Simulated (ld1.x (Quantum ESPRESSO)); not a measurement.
# u(r) = r·R(r): atom against pseudo-atom (barium)

Columns: radius, all-electron u(r) and pseudo u(r) of the 5d shell (level -7.26 eV) of barium in the configuration [Xe] 5d0 6s1 6p0; LDA (PZ), scalar-relativistic, TM scheme, ld1.x (Quantum ESPRESSO) 7.5.

```csv
r (bohr),all-electron,pseudo
0.210,0.1465,0.0024
0.420,-0.1572,0.0181
0.630,-0.2592,0.0569
0.840,-0.1404,0.1218
1.050,0.0495,0.2086
1.260,0.2305,0.3069
1.470,0.3755,0.4036
1.680,0.4802,0.4869
1.890,0.5490,0.5493
2.100,0.5888,0.5884
2.310,0.6061,0.6063
2.520,0.6068,0.6071
2.730,0.5955,0.5957
2.940,0.5759,0.5759
3.150,0.5506,0.5506
3.360,0.5219,0.5219
3.570,0.4911,0.4911
3.780,0.4594,0.4594
3.990,0.4275,0.4275
4.200,0.3961,0.3961
4.410,0.3656,0.3656
4.620,0.3361,0.3361
4.830,0.3080,0.3080
5.040,0.2813,0.2813
5.250,0.2562,0.2562
5.460,0.2327,0.2327
```

Q: How many radial nodes do the two functions have?

A: The all-electron 5d function has n − l − 1 = 2; the pseudo-wave has 0, since the states of the same l below it are removed with the core.

Q: Where does each function peak?

A: Outermost all-electron maximum near 2.52 bohr, pseudo maximum near 2.52 bohr (to the table’s step).

Q: Is the pseudo-wave norm-conserving?

A: Yes: the TM scheme keeps the norm inside the radius equal to the all-electron one, which fixes the energy derivative of the logarithmic derivative at the level.
